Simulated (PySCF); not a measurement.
Oxygen: a sound run and one with changed settings

Sound run: O⁺ [He] 2s2 2p3, O²⁺ [He] 2s2 2p2. Computed with PySCF 2.14 in cc-pVTZ-DK (4s3p2d1f, 30 functions), with scalar relativity by spin-free X2C-1e. In the sound run the correlated levels freeze 1s2. The sound run starts from symmetry-adapted Hartree-Fock orbitals and uses a fine grid where one is needed.

Changed run: all electrons correlated in a basis built for the valence shell.

```json
{"species": "O⁺", "method": "MP2", "sound run (hartree)": "-74.52055", "changed run (hartree)": "-74.53120", "converged": "yes"}
{"species": "O⁺", "method": "CCSD(T)", "sound run (hartree)": "-74.53720", "changed run (hartree)": "-74.54777", "converged": "yes"}
{"species": "O²⁺", "method": "MP2", "sound run (hartree)": "-73.22769", "changed run (hartree)": "-73.23760", "converged": "yes"}
{"species": "O²⁺", "method": "CCSD(T)", "sound run (hartree)": "-73.25061", "changed run (hartree)": "-73.26037", "converged": "yes"}
```

Ionisation energy of O⁺:

```
 method  sound run (eV)  changed run (eV)
    UHF          34.558            34.558
    MP2          35.180            35.201
SCS-MP2          34.925            34.940
   CCSD          35.002            35.025
CCSD(T)          35.010            35.032
```

A valence basis has no tight correlating functions, so it recovers only part of the core correlation, and not evenly between atom and ion.

For comparison, NIST gives 35.121 eV between the lowest levels.
